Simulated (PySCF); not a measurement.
Excitations are Tamm–Dancoff values on a coarser integration grid. The basis has no diffuse functions, so Rydberg states are missing or too high.

Cartesian coordinates (Å):
SMILES: [SiH2]1[SiH2][SiH2][GaH][SiH2][SiH2]1
```xyz
17

Si    -1.9102    -0.0513    -0.7054
Si    -1.1571     1.7603     0.5868
Si     1.1230     2.1175     0.1318
Ga     2.2522     0.0754     0.7389
Si     1.4547    -1.8496    -0.4746
Si    -0.8417    -2.0185     0.0069
H     -1.5753     0.1975    -2.1441
H     -3.3961    -0.1943    -0.5827
H     -1.9711     2.9861     0.3075
H     -1.3288     1.4068     2.0337
H      1.6077     3.3575     0.8178
H      1.2286     2.3250    -1.3505
H      3.2923    -0.0174     1.9151
H      1.5572    -1.5880    -1.9485
H      2.1505    -3.1415    -0.1749
H     -1.4520    -3.2202    -0.6462
H     -1.0338    -2.1455     1.4884
```
Charge 0, multiplicity 1.

### Question
Give the S1 oscillator strength, HOMO, S1 excitation (TDA), LUMO and total energy at the level ωB97X-D3(BJ)/def2-TZVP // PBE0-D3(BJ)/def2-SVP run with PySCF.

### Answer

```yaml
S1 oscillator strength: 0.002
HOMO: -9.25 eV
S1 excitation (TDA): 3.64 eV
LUMO: -0.61 eV
total_energy: -3379.1112 Ha
```
